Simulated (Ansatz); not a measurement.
ZrO₃H₂, relaxed as a singlet with RKS PBE-D4/def2-TZVP in Ansatz, starting from the GFN1-xTB geometry. Force threshold 0.02 eV/Å.

In the def2 sets Zr takes a core potential; there is no spin–orbit coupling. The structure holds 1 bond(s) between oxygen atoms. Another isomer (singlet) lies 3.80 eV lower at PBE0-D4/def2-TZVP; other spin states weren't run for this one.

Start:

```xyz
6

Zr    0.269   -0.128    0.206
O     0.311    1.286    1.411
O    -0.523    0.220    1.851
O    -0.621   -0.106   -1.439
H     1.704   -1.241    0.214
H    -1.140   -0.032   -2.243
```

(1) Estimate the energy that the relaxation releases and the steps that it takes.

(2) Does the start keep its bonding and symmetry?

(3) Predict the relaxed structure.

Results:

(1) 10.0 kcal/mol, in 9 steps; 8.5 s on 4 threads of Arm Neoverse V1 on a shared host. No frequencies were taken in this run, so the end may be a saddle point.

(2) By distances, no bond broke or formed. The bond that changes most is Zr1–O2, from 1.86 to 1.95 Å (atoms count from 1). Point group Cs at the start, Cs at the end, both within 0.05 Å.

(3) 
```xyz
6

Zr    0.328   -0.185    0.172
O     0.275    1.348    1.373
O    -0.605    0.227    1.831
O    -0.555   -0.211   -1.570
H     1.840   -1.312    0.300
H    -1.282    0.134   -2.105
```
Bond lengths: 3 × O–Zr 1.95 Å; 1 × O–O 1.50 Å; 1 × H–Zr 1.89 Å; 1 × H–O 0.97 Å.
